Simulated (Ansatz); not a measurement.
## One elementary step

Start structure (Si₂NH₁₀F, closed shell), relaxed at PBE0-D4/def2-TZVP:

```
14
angstrom
Si 0.5339 -0.1106 -1.0095
H 1.9686 -0.3950 -0.7693
H -0.2465 -1.3671 -1.1275
H -0.0124 0.7082 0.1084
Si 0.2947 1.1295 -2.9828
H -0.5942 -0.2391 3.9067
N -0.8922 -0.4399 2.9597
H 0.2040 -1.2898 2.1242
F 0.8534 -1.7617 1.5842
H 0.8147 0.3743 -4.1559
H -1.1390 1.4452 -3.2372
H 1.0380 2.4174 -2.8956
H -1.0382 0.4437 2.4857
H -1.7851 -0.9153 3.0089
```

The step: Si₂H₆ ([SiH3][SiH3]) + NH₃ + HF → Si₂NH₇ ([NH2][SiH2][SiH3]) + HF + H₂; bonds formed: Si1–N7, H2–H8, H6–F9; bonds broken: Si1–H2, H6–N7, H8–F9. Program: Ansatz 0.2.0. Basis: def2-TZVPP and def2-QZVPP. Cores are frozen in the correlated methods. Extrapolation: Hartree–Fock as exp(−7.88 √X), correlation as X^−2.97. Energies below are by CCSD(T) at an estimated basis limit (MP2 extrapolated from triple and quadruple zeta, plus CCSD(T) − MP2 in triple zeta).

Q: What are the electronic barrier and the energy of the step, from the start structure to the end structure? (Judge from chemistry; the value comes from the calculation.)

A: By the calculation: Barrier 36.38 kcal/mol; step energy -0.56 kcal/mol (downhill); reverse barrier, their difference, 36.94 kcal/mol. Barrier and step energy count from the start structure, the reverse barrier from the end structure.

The saddle point: One imaginary mode of 760i cm⁻¹.
```
  pair  start (Å)  saddle (Å)  end (Å)
Si1–N7       4.23        1.89     1.77
 H2–H8       3.51        0.98     0.75
 H6–F9       3.13        1.45     0.96
Si1–H2       1.48        1.93     4.06
 H6–N7       1.01        1.08     1.65
 H8–F9       0.97        1.18     2.49
```

Zero-point energy (harmonic, PBE0-D4): ZPE is 61.59 kcal/mol at the start and 60.61 kcal/mol at the saddle, so the barrier goes from 36.38 to 35.40 kcal/mol.

T1 diagnostic: at most 0.013.

Labels in which every atom is bracketed show which atoms are joined, not bond orders.

For scale, one of the runs: CCSD(T)/def2-TZVPP, 286 basis functions, launched by `ansatz run in.yaml --threads 8 --pin off --events-out ev --progress --plain --max-ram 19148MiB`. Time: 2.4 min of wall clock on 8 CPU threads of an Arm Neoverse V1; the host was shared. Peak host memory: 8.4 GiB.
